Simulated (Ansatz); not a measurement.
A nudged elastic band was laid between two geometries of H$_{9}$NSi$_{3}$ (13 atoms, charge 0, multiplicity 1).

The calculation used RKS BLYP-D4/STO-3G in Ansatz.

```
movable images  : 5
climbing image  : yes
spring          : 5.0 eV/Å²
optimiser       : quadratic models (default)
start path      : through a guess of the saddle point
force threshold : 0.03 eV/Å
iteration limit : 60
end points      : relaxed
```

First end point:

```xyz
13
Properties=species:S:1:pos:R:3
N -1.143 2.479 -0.689
Si -0.819 0.695 -0.845
Si 0.680 0.051 0.732
Si 1.209 -2.147 0.589
H -1.661 2.618 0.239
H -1.919 2.707 -1.392
H -0.302 0.498 -2.193
H -2.029 -0.133 -0.750
H 0.130 0.326 2.053
H 1.891 0.851 0.617
H 1.789 -2.462 -0.708
H 0.026 -2.979 0.750
H 2.168 -2.541 1.610
```

Last end point:

```xyz
13
Properties=species:S:1:pos:R:3
N -1.581 2.335 -0.874
Si -0.989 0.620 -0.865
Si 0.589 0.051 0.686
Si 1.249 -2.114 0.579
H -1.917 2.560 0.118
H -0.720 2.967 -0.949
H -0.466 0.374 -2.203
H -2.173 -0.209 -0.680
H 0.076 0.328 2.023
H 1.755 0.913 0.529
H 1.816 -2.425 -0.725
H 0.126 -3.015 0.791
H 2.256 -2.420 1.584
```

Problem. What changes between the two ends?

Solution. No bond is made or broken. The height of N1 over the plane of its neighbours goes from -0.50 to 0.49 Å.

Problem. Give the energies along the band, and the barrier.

Solution. The forces met the threshold. The highest image is number 3 of 0 to 6, 0.145 eV above the first end and 0.188 eV above the last; the last end lies 0.043 eV below the first. A vibrational analysis at the climbing image gives one clearly imaginary mode, 394i cm⁻¹: a first-order saddle point. Limits of this set-up: minimal basis.

| image | path coordinate (Å) | energy (eV) | height of N1 over the plane of its neighbours (Å) |
| --- | --- | --- | --- |
| 0 | 0.00 | 0.000 | -0.50 |
| 1 | 0.37 | 0.008 | -0.50 |
| 2 | 0.75 | 0.053 | -0.41 |
| 3 | 1.12 | 0.145 | -0.05 |
| 4 | 1.46 | 0.054 | 0.31 |
| 5 | 1.80 | -0.030 | 0.47 |
| 6 | 2.14 | -0.043 | 0.49 |

Problem. What is the geometry of the highest image?

Solution. 
```xyz
13
Properties=species:S:1:pos:R:3
N -1.385 2.331 -0.679
Si -0.939 0.656 -0.783
Si 0.654 0.025 0.731
Si 1.250 -2.155 0.573
H -1.913 2.743 0.115
H -1.264 2.999 -1.465
H -0.456 0.456 -2.143
H -2.109 -0.208 -0.593
H 0.173 0.278 2.084
H 1.847 0.849 0.577
H 1.814 -2.457 -0.734
H 0.104 -3.033 0.761
H 2.245 -2.517 1.572
```

Problem. What are the harmonic wavenumbers there?

Solution. 394i, 33, 74, 98, 123, 234, 391, 471, 508, 563, 603, 631, 772, 822, 843, 894, 987, 1022, 1032, 1070, 1102, 1105, 1112, 1735, 2505, 2556, 2560, 2589, 2595, 2612, 2616, 3618, 3797 cm⁻¹.

The run took 4.5 min on 1 thread of Intel(R) Xeon(R) Processor @ 2.50GHz (Skylake/Cascade Lake), with other jobs on the host, peak memory 0.11 GiB.
